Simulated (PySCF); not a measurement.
**How methods differ on the excitation energy of Se(2+)**

Se(2+) [Ar] 3d10 4s2 4p2 (3P) → Se(2+) [Ar] 3d10 4s1 4p2 5s1 (5P), as a difference of total energies. Computed with PySCF 2.14 in aug-cc-pwCVDZ-PP with ECP10MDF, with a scalar-relativistic core potential. Correlated levels: valence: 3s2 3p6 3d10 frozen; valence and next inner shell: nothing frozen outside the core potential. The calculations carry no spin-orbit coupling.

| method | excitation energy (eV) |
| --- | --- |
| UHF | 23.498 |
| LDA | 25.791 |
| PBE | 25.475 |
| PBE0 | 25.263 |
| r2SCAN | 25.353 |
| B97-3 | 25.768 |
| B2PLYP | 25.404 |
| BLYP | 25.955 |
| PBEsol | 25.418 |
| MP2 (valence) | 24.413 |
| SCS-MP2 (valence) | 24.776 |
| MP2 (valence and next inner shell) | 24.976 |
| SCS-MP2 (valence and next inner shell) | 25.209 |

Question: How much does correlation contribute at MP2 (valence and next inner shell)?

Answer: 24.976 − (23.498) = 1.478 eV, measured against UHF.

The promoted electron is Rydberg-like, and one or two diffuse shells describe it only roughly, which tends to raise the upper state.

The Hartree-Fock determinant of the upper state isn't an eigenfunction of L²: it has lost the atom's symmetry, so its energy isn't that of a pure term.
